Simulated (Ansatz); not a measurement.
C2H8AlClSe, SMILES `[CH3][Al-]([CH3])([Cl])[SeH2+]`. Total charge 0; spin multiplicity 1. All single points use the PBE0-D4/def2-TZVP geometry. It is one conformer, not always the lowest.

```xyz
13

C     1.930    0.029   -0.235
Al    0.051    0.498    0.038
C    -0.912    0.188    1.711
Cl   -0.663    2.146   -1.139
Se   -1.078   -1.468   -1.454
H     2.169   -0.967    0.150
H     2.220    0.064   -1.289
H     2.575    0.739    0.293
H    -1.994    0.296    1.597
H    -0.600    0.918    2.466
H    -0.712   -0.805    2.127
H    -2.364   -0.766   -1.546
H    -0.623   -0.873   -2.718
```

(1) What is the dipole moment at PBE/def2-TZVPP? (Best estimate.)

(2) And with r2SCAN, B3LYP, ωB97M-V? (An estimate is asked.)

(3) Give the Mulliken charges with PBE, ωB97M-V, B3LYP in def2-TZVPP. (Estimate.)

## Answers

(1) Ansatz gave: 3.49 D, with components (-0.87, -3.22, -1.03) D in this frame, pointing from negative to positive charge.

(2) Computed: r2SCAN 3.56 D, B3LYP 3.54 D, ωB97M-V 3.51 D.

(3) The calculation gave: 
| atom | PBE | ωB97M-V | B3LYP |
| --- | --- | --- | --- |
| C1 | -0.46 | -0.55 | -0.47 |
| Al2 | 0.49 | 0.54 | 0.57 |
| C3 | -0.46 | -0.55 | -0.47 |
| Cl4 | -0.32 | -0.30 | -0.34 |
| Se5 | 0.01 | -0.03 | 0.01 |
| H6 | 0.09 | 0.11 | 0.08 |
| H7 | 0.08 | 0.10 | 0.08 |
| H8 | 0.10 | 0.11 | 0.09 |
| H9 | 0.08 | 0.10 | 0.08 |
| H10 | 0.10 | 0.11 | 0.09 |
| H11 | 0.09 | 0.11 | 0.08 |
| H12 | 0.10 | 0.13 | 0.10 |
| H13 | 0.10 | 0.13 | 0.10 |

B3LYP here is the variant with VWN-RPA as its local correlation; programs differ in this.
